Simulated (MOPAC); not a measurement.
Input file for MOPAC: PM6 on CdH4Si (SMILES [SiH3][CdH]), a point of a bond scan (R = 1.869 Å).

```
PM6 1SCF PRECISE CHARGE=0 THREADS=1
CdH4Si

Cd    -0.56643322 1    -0.31054170 1    -0.07977578 1
H     -2.19318513 1    -1.20239318 1    -0.30888558 1
Si     1.63488208 1     0.89630877 1     0.23025485 1
H      2.24913649 1     0.59379975 1     1.54999129 1
H      1.47089364 1     2.37203423 1     0.15366084 1
H      2.62571392 1     0.51316070 1    -0.80992508 1
```

Program output:

```
*******************************************************************************
 **                                                                           **
 **                              MOPAC v23.2.5                                **
 **                                                                           **
 *******************************************************************************
 ** MOPAC's Digital Object Identifier: https://doi.org/10.5281/zenodo.6511958 **
 **                                                                           **
 ** Please cite the open-source release paper for use of this MOPAC version:  **
 ** J. E. Moussa and J. J. P. Stewart (2026)                                  **
 ** MOPAC: An open-source semiempirical molecular orbital program             **
 ** J. Open Source Softw., 11(119), 8025, https://doi.org/10.21105/joss.08025 **
 *******************************************************************************

                              PM6 CALCULATION RESULTS

 *******************************************************************************
 *  PM6        - The PM6 Hamiltonian to be used
 *
 *
 *
 *                 CHARGE ON SYSTEM = 0
 *
 *
 *
 *  PRECISE    - TIGHTER CRITERIA TO BE USED
 *  1SCF       - DO 1 SCF AND THEN STOP
 *  THREADS=1  - MULTI-THREADING NOT USED
 *  T=         - A TIME OF 172800.0 SECONDS REQUESTED
 *  DUMP=N     - RESTART FILE WRITTEN EVERY 7200.0 SECONDS REQUESTED
 *******************************************************************************
PM6 1SCF PRECISE CHARGE=0 THREADS=1
 CdH4Si

   ATOM   CHEMICAL          X               Y               Z
  NUMBER   SYMBOL      (ANGSTROMS)     (ANGSTROMS)     (ANGSTROMS)

     1      Cd         -0.56643322  *  -0.31054170  *  -0.07977578  *
     2       H         -2.19318513  *  -1.20239318  *  -0.30888558  *
     3      Si          1.63488208  *   0.89630877  *   0.23025485  *
     4       H          2.24913649  *   0.59379975  *   1.54999129  *
     5       H          1.47089364  *   2.37203423  *   0.15366084  *
     6       H          2.62571392  *   0.51316070  *  -0.80992508  *



          CARTESIAN COORDINATES

    NO.       ATOM           X           Y           Z

     1        Cd         -0.5664     -0.3105     -0.0798
     2         H         -2.1932     -1.2024     -0.3089
     3        Si          1.6349      0.8963      0.2303
     4         H          2.2491      0.5938      1.5500
     5         H          1.4709      2.3720      0.1537
     6         H          2.6257      0.5132     -0.8099

 General Reference for PM6:
 "Optimization of Parameters for Semiempirical Methods V: Modification of NDDO Approximations
 and Application to 70 Elements", J. J. P. Stewart, J. Mol. Mod., 13, 1173-1213 (2007)
 URL: https://link.springer.com/article/10.1007/s00894-007-0233-4

           Empirical Formula: H4 Cd Si  =     6 atoms



      MOLECULAR POINT GROUP   :   C3v


      RHF CALCULATION, NO. OF DOUBLY OCCUPIED LEVELS = 5


 -------------------------------------------------------------------------------
 PM6 1SCF PRECISE CHARGE=0 THREADS=1
 CdH4Si



     1SCF WAS SPECIFIED, SO BFGS WAS NOT USED
     SCF FIELD WAS ACHIEVED


                              PM6 CALCULATION
                                                       MOPAC v23.2.5 Linux




          FINAL HEAT OF FORMATION =         86.63473 KCAL/MOL =     362.47969 KJ/MOL


          COSMO AREA              =        105.53 SQUARE ANGSTROMS
          COSMO VOLUME            =         88.94 CUBIC ANGSTROMS

          IONIZATION POTENTIAL    =          7.440146 EV
          HOMO LUMO ENERGIES (EV) =         -7.440  0.960
          NO. OF FILLED LEVELS    =          5
          MOLECULAR WEIGHT        =        144.5271         POINT GROUP:  C3v

          MOLECULAR DIMENSIONS (Angstroms)

            Atom       Atom       Distance
            H     6    H     2     5.13965
            H     5    H     4     2.39113
            H     2    H     4     1.99468


          SCF CALCULATIONS        =          1





   ATOM   CHEMICAL          X               Y               Z
  NUMBER   SYMBOL      (ANGSTROMS)     (ANGSTROMS)     (ANGSTROMS)

     1      Cd         -0.56643322  *  -0.31054170  *  -0.07977578  *
     2       H         -2.19318513  *  -1.20239318  *  -0.30888558  *
     3      Si          1.63488208  *   0.89630877  *   0.23025485  *
     4       H          2.24913649  *   0.59379975  *   1.54999129  *
     5       H          1.47089364  *   2.37203423  *   0.15366084  *
     6       H          2.62571392  *   0.51316070  *  -0.80992508  *

                             CARTESIAN COORDINATES

   1   Cd       -0.566433220    -0.310541700    -0.079775780
   2    H       -2.193185130    -1.202393180    -0.308885580
   3   Si        1.634882080     0.896308770     0.230254850
   4    H        2.249136490     0.593799750     1.549991290
   5    H        1.470893640     2.372034230     0.153660840
   6    H        2.625713920     0.513160700    -0.809925080


           Empirical Formula: H4 Cd Si  =     6 atoms



      MOLECULAR POINT GROUP   :   C3v


                  EIGENVALUES
 -20.20673 -12.19128 -11.50568 -11.50568  -7.44015   0.95957   0.95957   1.60978
   1.60978   1.88971   2.00385   2.58336   2.58336   3.84742   5.05139   5.05139
   5.15954


              NET ATOMIC CHARGES AND DIPOLE CONTRIBUTIONS

  ATOM NO.   TYPE          CHARGE      No. of ELECS.   s-Pop       p-Pop       d-Pop
    1         Cd           0.597343        1.4027     1.08496     0.31770
    2          H          -0.158605        1.1586     1.15861
    3         Si          -0.392818        4.3928     1.32176     2.73822     0.33284
    4          H          -0.015307        1.0153     1.01531
    5          H          -0.015307        1.0153     1.01531
    6          H          -0.015307        1.0153     1.01531
 DIPOLE           X         Y         Z       TOTAL
 POINT-CHG.    -3.506    -1.922    -0.494     4.028
 HYBRID         1.520     0.834     0.214     1.747
 SUM           -1.985    -1.088    -0.280     2.281


          ATOMIC ORBITAL ELECTRON POPULATIONS

     Atom    s        px        py        pz      x^2-y^2     xz        z^2       yz        xy
    1 Cd   1.08496   0.24014   0.07243   0.00512
    2  H   1.15861
    3 Si   1.32176   1.09240   0.86795   0.77787   0.08506   0.10051   0.08763   0.02462   0.03502
    4  H   1.01531
    5  H   1.01531
    6  H   1.01531

 **********************
 *                    *
 * JOB ENDED NORMALLY *
 *                    *
 **********************




 == MOPAC DONE ==
```

The run finished.

Cost: roughly 0.020 core-seconds.
